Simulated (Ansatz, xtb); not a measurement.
**Two structures of BClH8Si3**

Structure X: `B[Si@@H]([SiH3])[SiH2]Cl`, a singlet. Structure Y: a singlet given by its coordinates. Both are isolated molecules in the gas phase, relaxed with PBE0-D3(BJ)/def2-SVP; the shapes shown needn't be the lowest conformers.

X (Å):

```yaml
atoms:
  - { symbol: B, position_ang: [-2.6688, 0.4298, 0.8891] }
  - { symbol: Cl, position_ang: [0.2871, 3.2384, 1.0477] }
  - { symbol: Si, position_ang: [-0.8534, 0.0255, 0.1699] }
  - { symbol: Si, position_ang: [-0.7143, 1.0304, -1.9596] }
  - { symbol: Si, position_ang: [0.7407, 1.2350, 1.3916] }
  - { symbol: H, position_ang: [-3.5074, -0.4161, 1.0850] }
  - { symbol: H, position_ang: [-2.9452, 1.5845, 1.1123] }
  - { symbol: H, position_ang: [-0.4581, -1.4167, 0.0771] }
  - { symbol: H, position_ang: [-1.3044, 2.3995, -1.9077] }
  - { symbol: H, position_ang: [-1.4593, 0.2116, -2.9644] }
  - { symbol: H, position_ang: [0.7194, 1.1190, -2.3742] }
  - { symbol: H, position_ang: [2.1287, 0.9805, 0.9055] }
  - { symbol: H, position_ang: [0.6959, 1.0005, 2.8647] }
```

Y (Å):

```xyz
13

B    -0.0492    1.8105   -2.1946
Cl   -1.6986    1.1197   -3.3778
Si   -0.6932    1.4189   -0.3181
Si   -1.3612   -0.8356   -0.4414
Si   -1.9888   -0.9190   -2.7055
H    -0.0393    2.9610   -2.5711
H     0.8427    1.0940   -2.5981
H     0.3547    1.5361    0.7465
H    -1.9027    2.1834    0.1302
H    -2.5322   -1.2898    0.3709
H    -0.2451   -1.8196   -0.2838
H    -3.4223   -1.1582   -3.0361
H    -1.1272   -1.7187   -3.6215
```

Close contacts (Å): B1–Cl2 2.14, B1–Si3 2.02, Cl2–Si5 2.17, Si3–Si4 2.35, Si4–Si5 2.35, B1–H6 1.21, B1–H7 1.21, Si3–H8 1.50, Si3–H9 1.50, Si4–H10 1.50, Si4–H11 1.50, Si5–H12 1.49, Si5–H13 1.49.

Problem. Estimate E(Y) − E(X) at the level CCSD(T)/def2-SVP + ΔMP2/def2-TZVPP.

Solution. Calculated at CCSD(T)/def2-SVP + ΔMP2/def2-TZVPP: E(Y) − E(X) = −0.126 eV, so structure Y lies lower.

Level by level:

```csv
level,geometry,E(Y) − E(X) (eV),departure from the last row (eV),"job, with rough time for the two"
PBE0-D3(BJ)/def2-SVP,PBE0-D3(BJ)/def2-SVP,−0.227,−0.101,"optimisation, 6.9 min"
HF/def2-SVP,PBE0-D3(BJ)/def2-SVP,+0.314,+0.441,part of the CCSD(T) run
MP2/def2-SVP,PBE0-D3(BJ)/def2-SVP,−0.100,+0.026,part of the CCSD(T) run
CCSD(T)/def2-SVP,PBE0-D3(BJ)/def2-SVP,−0.088,+0.038,single point
CCSD(T)/def2-SVP + ΔMP2/def2-TZVPP,PBE0-D3(BJ)/def2-SVP,−0.126,,"single point, 1.8 min"
```

HF/def2-SVP puts the two in the other order. The largest departure from CCSD(T)/def2-SVP + ΔMP2/def2-TZVPP is that of HF/def2-SVP, 0.441 eV. Levels run at GFN2-xTB geometries aren't shown. The last row adds to CCSD(T) the change of the MP2 difference between the two basis sets, here −0.038 eV.

With thermal terms from frequencies at re-optimised GFN2-xTB minima (ideal gas, soft modes damped towards free rotors, one conformer each, 298.15 K, 1 atm): on the last row, ΔE + ΔZPE = −0.067, ΔH = −0.108, ΔG = +0.013 eV. In free energy the two are nearly level. The free energy reverses the electronic order.

The correlated steps freeze 21 core orbitals. Mirror images aren't counted in ΔG. Codes used: Ansatz 0.2.0, xtb 6.7.1; the last row on 2 threads of AMD EPYC (Zen 3) on a shared host.
